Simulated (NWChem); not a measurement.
H4PO4 cation; SMILES OP(=[OH+])(O)O

```xyz
9

O      1.3303     0.0000    -0.8245
P      0.0000     0.0000     0.0000
O      0.0000     1.3303     0.8245
O     -1.3303     0.0000    -0.8245
O      0.0000    -1.3303     0.8245
H      1.6145    -0.8298    -1.2569
H      0.8298     1.6145     1.2569
H     -1.6145     0.8298    -1.2569
H     -0.8298    -1.6145     1.2569
```
Atoms are numbered in this order, from 1.

Computed with NWChem. Pople sets run with spherical d functions. Coordinates come from a B3LYP/6-31G* (spherical d) optimisation.

### Question
Order these by “highest occupied level (eV)”, lowest first: TPSS/3-21G; TPSS/STO-3G; TPSS/6-31+G*.

### Answer
TPSS/6-31+G* (-14.38), TPSS/3-21G (-13.98), TPSS/STO-3G (-10.59)
